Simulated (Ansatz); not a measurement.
The cluster Hg₂TeF₂ (the lowest singlet isomer of a short search), 5 atoms. Hardware: 4 threads of Arm Neoverse N1 on a shared host.

In the def2 sets Hg, Te take a core potential; there is no spin–orbit coupling. Correlated methods freeze 6 core orbitals; core or outer-core shells of Hg, Te are correlated, in sets that lack core-valence functions.

Q: How many basis functions does each of these Ansatz runs have, and roughly what does it cost? PBE with 5 % exact exchange/def2-TZVP, charge 0 singlet, energy, from earlier orbitals; PBE-D4/def2-TZVPD, charge -1 doublet at the geometry of the charge 0 singlet, energy, from earlier orbitals; r2SCANh-D4/def2-TZVP, charge 0 singlet, energy, from earlier orbitals; PBE-QIDH/def2-TZVP, charge 0 singlet, energy, from earlier orbitals; PBE-D4/def2-TZVP, charge 0 triplet at the geometry of the charge 0 singlet, energy, from earlier orbitals; PBE with 15 % exact exchange/def2-TZVP, charge 0 singlet, energy, from earlier orbitals; PBE0-D4/def2-SVP, charge 0 singlet, relaxation, 20 steps; PBE0-D4/def2-SVP, charge 0 singlet, energy with a search over starts; PBE0-D4/def2-TZVP, charge 1 doublet at the geometry of the charge 0 singlet, energy, from earlier orbitals; PBE-D4/def2-SVP, charge 0 singlet, energy, from earlier orbitals; PBE-D4/def2-TZVP, charge 1 doublet at the geometry of the charge 0 singlet, energy, from earlier orbitals; r2SCAN0-D4/def2-TZVP, charge 0 singlet, energy, from earlier orbitals.

A: Other jobs shared the machine, so times can vary by a factor of up to 3. A dash marks memory too small to be measured apart from the calling script's.

```csv
run,functions,fitting or Cholesky vectors,wall time,peak host memory (GiB)
"PBE-D4/def2-SVP, charge 0 singlet, energy, from earlier orbitals",118,1242,1.9 s,–
"PBE0-D4/def2-SVP, charge 0 singlet, energy with a search over starts",118,1237,4.7 s,–
"PBE with 15 % exact exchange/def2-TZVP, charge 0 singlet, energy, from earlier orbitals",198,1503,5.5 s,0.58
"PBE with 5 % exact exchange/def2-TZVP, charge 0 singlet, energy, from earlier orbitals",198,1478,6 s,0.58
"PBE-D4/def2-TZVP, charge 1 doublet at the geometry of the charge 0 singlet, energy, from earlier orbitals",198,1478,7.5 s,–
"PBE-D4/def2-TZVP, charge 0 triplet at the geometry of the charge 0 singlet, energy, from earlier orbitals",198,1478,8.5 s,–
"r2SCANh-D4/def2-TZVP, charge 0 singlet, energy, from earlier orbitals",198,1481,9.5 s,0.62
"PBE-QIDH/def2-TZVP, charge 0 singlet, energy, from earlier orbitals",198,1636,11 s,–
"r2SCAN0-D4/def2-TZVP, charge 0 singlet, energy, from earlier orbitals",198,1638,11 s,0.65
"PBE-D4/def2-TZVPD, charge -1 doublet at the geometry of the charge 0 singlet, energy, from earlier orbitals",231,1623,11 s,–
"PBE0-D4/def2-TZVP, charge 1 doublet at the geometry of the charge 0 singlet, energy, from earlier orbitals",198,1638,14 s,0.78
"PBE0-D4/def2-SVP, charge 0 singlet, relaxation, 20 steps",118,1366,75 s,–
```
